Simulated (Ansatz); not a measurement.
`[CH3][GeH3]`, relaxed with RKS PBE0-D4/def2-TZVP in the Gaussian-basis code of Ansatz from a PBE-D4/def2-SVP geometry. The force threshold is 0.005 eV/Å; the program also tests the step.

Total charge 0; spin multiplicity 1.

Start:

```xyz
8

C    -0.640    0.660   -0.492
Ge    0.567   -0.585    0.437
H    -0.178    1.664   -0.560
H    -0.851    0.298   -1.517
H    -1.598    0.748    0.056
H     1.914   -0.704   -0.327
H    -0.075   -1.996    0.527
H     0.859   -0.084    1.877
```

(1) By how much does the energy fall, and how many steps does the optimiser take? (Best estimate.)

(2) Which bonds change most? (An estimate is asked.)

(3) Give the relaxed structure. (Best estimate.)

Results:

(1) Ansatz gave: 1.93 kJ/mol, in 2 steps.

(2) Ansatz gave: C1–H5 from 1.107 to 1.090 Å; C1–H4 from 1.107 to 1.090 Å; C1–H3 from 1.107 to 1.090 Å; C1–Ge2 from 1.967 to 1.953 Å.

(3) Ansatz gave: 
```xyz
8

C    -0.635    0.656   -0.489
Ge    0.563   -0.580    0.433
H    -0.181    1.645   -0.555
H    -0.842    0.300   -1.499
H    -1.579    0.741    0.050
H     1.898   -0.699   -0.324
H    -0.074   -1.979    0.523
H     0.853   -0.083    1.860
```
